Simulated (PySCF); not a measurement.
CCl2, SMILES Cl[C]Cl (connectivity only; charge and spin as stated), neutral, multiplicity 1.

Coordinates come from a PBE0-D3(BJ)/def2-TZVP optimisation. The isomer is the one that the SMILES or the coordinates give; other isomers of the formula were not compared.

The numbers are results of PBE0-D3(BJ)/def2-TZVP in PySCF, not measurements.

Frequencies are harmonic and unscaled.

```
mode  ν (cm⁻¹)  IR (km/mol)  Raman (Å⁴/amu)  depolarisation  moving atoms (share of kinetic energy)
----  --------  -----------  --------------  --------------  --------------------------------------
1          340          0.4             7.1            0.41                         Cl 90 %, C 10 %
2          740         30.0            12.7            0.11                         C 76 %, Cl 24 %
3          791        359.8             8.8            0.75                         C 80 %, Cl 20 %
```
